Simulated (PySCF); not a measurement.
Os⁺ (osmium, charge +1): UHF calculation

Configuration: [Xe] 4f14 5d7, high-spin 4F determinant (an excited configuration). Calculation: PySCF 2.14, in x2c-TZVPPall with one added diffuse shell each of s, p, d, f type (12s8p8d4f1g, 113 functions); the spin-free X2C one-electron Hamiltonian (Gaussian nucleus).

| Property | Result |
| --- | --- |
| Total energy | -17249.713167 hartree |
| One-electron energy | -23651.1065 hartree |
| Hartree (Coulomb) energy | 6740.8674 hartree |
| Exchange energy | -339.4741 hartree |
| ⟨S²⟩ | 3.7565 |
| ⟨L²⟩ | 12.042 |
| Sum of ⟨r⟩ | 41.78 bohr |
| Sum of ⟨r²⟩ | 49.10 bohr² |
| Langevin diamagnetic susceptibility | -38.9 ×10⁻⁶ cm³/mol |

| shell | electrons | mean orbital energy (hartree) | spread (hartree) | rms radius, mean of both spins (bohr) |
| --- | --- | --- | --- | --- |
| 1s β | 1 | -2729.55177 | 0 | 0.0201 |
| 1s α | 1 | -2729.55080 | 0 | 0.0201 |
| 2s α | 1 | -480.84325 | 0 | 0.0809 |
| 2s β | 1 | -480.83209 | 0 | 0.0809 |
| 2p α | 3 | -420.09709 | 0 | 0.0739 |
| 2p β | 3 | -420.08539 | 0 | 0.0739 |
| 3s α | 1 | -114.42900 | 0 | 0.207 |
| 3s β | 1 | -114.42677 | 0 | 0.207 |
| 3p α | 3 | -96.21016 | 0 | 0.209 |
| 3p β | 3 | -96.20724 | 0 | 0.209 |
| 3d α | 5 | -75.05744 | 0.00300 | 0.191 |
| 3d β | 5 | -75.04778 | 0.00964 | 0.191 |
| 4s α | 1 | -25.55639 | 0 | 0.459 |
| 4s β | 1 | -25.54394 | 0 | 0.459 |
| 4p α | 3 | -19.45131 | 0 | 0.488 |
| 4p β | 3 | -19.43817 | 0 | 0.488 |
| 4d α | 5 | -11.58007 | 0.00862 | 0.526 |
| 4d β | 5 | -11.55877 | 0.02104 | 0.526 |
| 5s α | 1 | -4.20792 | 0 | 1.09 |
| 5s β | 1 | -4.08318 | 0 | 1.09 |
| 4f α | 7 | -2.80675 | 0.01145 | 0.612 |
| 4f β | 7 | -2.79187 | 0.00413 | 0.612 |
| 5p α | 3 | -2.58663 | 0 | 1.26 |
| 5p β | 3 | -2.39663 | 0 | 1.26 |
| 5d α | 5 | -0.66181 | 0.03429 | 1.95 |
| 5d β | 2 | -0.57858 | 0 | 1.95 |

Spin-orbit coupling, absent here, splits the open shell strongly.

Densities and radii are taken from the X2C orbitals without a picture-change correction, which distorts them close to the nucleus.

Spin-orbit constants ζ (cm⁻¹) from the X2C one-electron operator on these orbitals: bare nucleus, nucleus screened by l(l+1)(2l+1)/3 electrons, and screened by the Breit-Pauli mean field of the electrons.

```json
{"shell": "2p", "bare": "7687000", "screened nucleus": "7485000", "mean field": "n/a"}
{"shell": "3p", "bare": "1693000", "screened nucleus": "1649000", "mean field": "n/a"}
{"shell": "3d", "bare": "264000", "screened nucleus": "229200", "mean field": "n/a"}
{"shell": "4p", "bare": "393500", "screened nucleus": "383100", "mean field": "n/a"}
{"shell": "4d", "bare": "53590", "screened nucleus": "46530", "mean field": "n/a"}
{"shell": "4f", "bare": "9966", "screened nucleus": "6294", "mean field": "n/a"}
{"shell": "5p", "bare": "55730", "screened nucleus": "54270", "mean field": "n/a"}
{"shell": "5d", "bare": "3859", "screened nucleus": "3351", "mean field": "n/a"}
```

To first order the Landé constant is A = -1117 cm⁻¹, so the lowest level has J = 9/2 and lies 0.623 eV below the centre of the term. This holds in LS coupling only.
